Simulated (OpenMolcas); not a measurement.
A run on Ru3+ among 6 point charges of -1.7 e arranged as a tetragonal octahedron (D4h), 1.98 Å from the ion, with the axial distance 1.881 Å.

```json
{
 "Program": "OpenMolcas",
 "Method": "SS-CASPT2, IPEA 0.25 Eh, imaginary shift 0.1 Eh (closed shells correlated: 4s 4p)",
 "Basis": "ANO-RCC-VDZP [6s5p3d1f]",
 "Scalar Hamiltonian": "DKH2, point nucleus",
 "Active space": "5 electrons in 5 orbitals (4d)",
 "State averaging": "2S+1 = 6 even, 1 root; 2S+1 = 4 even, 24 roots; 2S+1 = 2 even, 75 roots",
 "Spin-orbit coupling": "state interaction with AMFI integrals over the reference wave functions"
}
```

First CASPT2 step and the start of its output:

```
&CASPT2
Multistate=1 1
Frozen=8 6
IPEA=0.25
Imaginary=0.1
MaxIter=60
WThr=0.0 0.3 0.05
PrWF=0.5
NoMix
```

```
--- CASPT2 ---
Orbital specifications:
      -----------------------

      Symmetry species                           1   2
                                                ag  au
      Frozen orbitals                            8   6
      Inactive orbitals                          1   3
      Active orbitals                            5   0
      Secondary orbitals                         7  13
      Deleted orbitals                           0   0
      Number of basis functions                 21  22
Type of calculation                        SS-CASPT2
      Fock operator                              state-specific
      IPEA shift                                 0.25
      Real shift                                 0.00
      Imaginary shift                            0.10
      The input orbitals will be transformed to quasi-canonical
Reference energy:       -4533.9149341138
      E2 (Non-variational):      -0.2486361295
      Shift correction:          -0.0001218682
      E2 (Variational):          -0.2487579976
      Total energy:           -4534.1636921115
      Residual norm:              0.0000000808
      Reference weight:           0.94833
      Contributions to the CASPT2 correlation energy
      Active & Virtual Only:         -0.0548616922
      One Inactive Excited:          -0.1241978428
      Two Inactive Excited:          -0.0695765945
::    CASPT2 Root  1     Total energy:  -4534.16369211
--- CASPT2 ---
Orbital specifications:
      -----------------------

      Symmetry species                           1   2
                                                ag  au
      Frozen orbitals                            8   6
      Inactive orbitals                          1   3
      Active orbitals                            5   0
...
```

Over all roots the printed reference weights run from 0.22 to 0.95, and roots that are degenerate in the reference spread by up to 0.1 cm-1.

Problem. Did the run give usable levels, and if not, why?

Solution. No. The equations converged, but the reference weight falls to 0.22 for at least one root against 0.95 for the best. A drop of that size marks an intruder state, so the energies of such roots and the levels built on them can't be trusted.
